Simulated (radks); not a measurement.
Values are calculated unless marked as measured or tabulated.
Q: These are the eigenvalues of the occupied orbitals of an atom or ion with whole-number occupations (hartree). Code: a radial shooting solver on a logarithmic mesh with Libxc functionals. Model: scalar-relativistic Kohn-Sham, PBE, spin-polarised, spherical densities, point nucleus.

| orbital | eigenvalue |
|---|---|
| 1s up | -432.5804 |
| 1s down | -432.5766 |
| 2s up | -56.49742 |
| 2s down | -56.49547 |
| 2p up | -49.77220 |
| 2p down | -49.76996 |
| 3s up | -8.84320 |
| 3s down | -8.83708 |
| 3p up | -6.76139 |
| 3p down | -6.75406 |
| 3d up | -3.33425 |
| 3d down | -3.32266 |
| 4s up | -2.12287 |

Which element is it, and in what charge state? The configuration may be excited. Open shells, if any, are filled with parallel spins first.

A: Z = 33, arsenic, charge +4: As4+ in [Ar] 3d10 4s1. The list shows which subshells hold electrons but not how many an open one holds; the 1s level, -432.58 hartree, gives Z - s = 29.4 by -(Z - s)^2/2, which with screening and relativity narrows Z to a few neighbours, and the depths of the outer levels then fix element, charge and occupations together.
